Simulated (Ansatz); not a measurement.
`[CH3][GeH]([F])[Br]` + `BN` → `B[NH][GeH]([CH3])[F]` + HBr  (ligand exchange at a Ge–Br bond)

Computed with Ansatz on PBE0-D4/def2-TZVP structures; ΔE is electronic, products minus reactants. CCSD(T)/CBS adds triple-zeta CCSD(T) − MP2 to the extrapolated MP2 energy (def2 sets, frozen cores). This one scheme is used for every species. DFT in def2-TZVPP. B3LYP here is the variant with VWN-RPA as its local correlation; programs differ in this. HSE06 is defined as in plane-wave codes. For Br, Ge outer-core shells are correlated without core-valence functions, which leaves a few kJ/mol of doubt a bond. Scalar relativity is left out up to krypton. One conformer a species, not always the lowest.

`[CH3][GeH]([F])[Br]`:

Z-matrix (Å, degrees):
```
C
Ge 1 1.928
H 1 1.090 2 109.9
H 1 1.090 2 109.1 3 119.8
H 1 1.091 2 109.5 3 -120.4
F 2 1.736 1 107.4 3 -177.7
Br 2 2.297 1 110.2 3 -62.7
H 2 1.532 1 118.1 3 62.4
```

`BN`:

Cartesian coordinates in Å:
```
B -0.276 0.226 0.582
N 0.284 -0.233 -0.599
H -0.954 1.212 0.558
H -0.066 -0.374 1.596
H 0.863 -1.053 -0.652
H 0.149 0.222 -1.486
```

`B[NH][GeH]([CH3])[F]`:

Cartesian coordinates in Å:
```
B 1.547 1.655 -0.618
N 0.828 0.817 0.235
Ge -0.780 0.020 -0.160
C -0.843 -1.808 0.463
F -1.995 0.866 0.766
H 2.585 2.128 -0.252
H 1.112 1.880 -1.713
H 1.203 0.640 1.156
H -1.085 0.282 -1.636
H -1.836 -2.224 0.294
H -0.107 -2.415 -0.065
H -0.629 -1.840 1.532
```

HBr:

```xyz
2

Br   -0.521   -0.469    0.116
H     0.521    0.469   -0.116
```

```csv
level,ΔE (kcal/mol),difference from CCSD(T)/CBS
LDA (SPW92),17.7,1.1
BLYP-D4,18.2,1.6
PBE0-D4,19.0,2.4
B3LYP-D4,18.4,1.8
BHLYP-D4,18.6,2.0
ωB97M-V,18.0,1.4
PBE-QIDH,18.1,1.5
PBE,19.5,2.9
BLYP,19.1,2.5
r2SCAN,19.1,2.5
r2SCANh,19.1,2.5
r2SCAN0,19.2,2.6
HSE06,19.5,2.9
BHLYP,18.9,2.3
CCSD(T)/def2-SVP,14.9,-1.7
CCSD/CBS(def2),16.8,0.2
CCSD(T)/CBS,16.6,0
```

Question: What do rigid-rotor, harmonic-oscillator terms from PBE0-D4/def2-TZVP frequencies (298.15 K, 1 bar) make of the CCSD(T)/CBS value? (An estimate is asked.)

Answer: The calculation gave: ΔZPE = -2.8 kcal/mol, ΔH = +14.2 kcal/mol, ΔS = -10 J/(mol·K), ΔG = +14.9 kcal/mol.

Largest T1 diagnostic among the species: 0.012.

Leaving LDA and LC-ωPBE aside and taking each functional with its dispersion term where it has one, the values, not all of them listed here, spread over 1.8 kcal/mol, from CAM-B3LYP-D4 to HSE06-D4. LDA lies −1.8 kcal/mol from PBE without D4. In def2-TZVPP, CCSD(T) changes the Hartree–Fock value by −3.3 kcal/mol (the triples alone add −0.2 kcal/mol) and MP2 by −2.5 kcal/mol. At CCSD(T), def2-SVP lies −1.7 kcal/mol from the extrapolated value and def2-TZVPP −1.0 kcal/mol.
